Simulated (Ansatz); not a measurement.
Species: C₂H₅Se, charge 0, doublet. C2H5Se (SMILES [CH2][Se]C, doublet).
B3LYP-D3(BJ)/def2-TZVP minimum from Ansatz (an electronic-structure program):
```xyz
8

C      1.4301    -0.0714     0.7917
Se     0.0494     0.0674    -0.4351
C     -1.4551    -0.1887     0.7940
H      2.4388     0.0182     0.4212
H      1.2242    -0.0513     1.8506
H     -1.3838    -1.1707     1.2546
H     -2.3657    -0.1196     0.2037
H     -1.4437     0.5932     1.5494
```
Charge 0, spin multiplicity 2.

Atomisation energy term by term, kcal/mol (programs: Ansatz). UHF or UKS for unpaired electrons; spin-orbit terms are left out. Cores are frozen in correlated methods (noble-gas shells, and filled d and f shells in the p block). No relativity. CBS(X,Y): correlation extrapolated as X^-3, Hartree-Fock from the larger set. A bracket is a step between two methods taken in the basis named. Where a partner has so few electrons that a lower coupled-cluster level is exact, that level stands in.

```json
[
 {"term": "Hartree-Fock", "basis": "cc-pVQZ", "kcal/mol": "476.48"},
 {"term": "CCSD correlation", "basis": "CBS(cc-pVTZ,cc-pVQZ)", "kcal/mol": "159.89"},
 {"term": "(T)", "basis": "CBS(cc-pVTZ,cc-pVQZ)", "kcal/mol": "10.04"},
 {"term": "CCSDT(Q) - CCSD(T)", "basis": "cc-pVDZ", "kcal/mol": "0.62"},
 {"term": "sum: De", "basis": "", "kcal/mol": "647.0"}
]
```
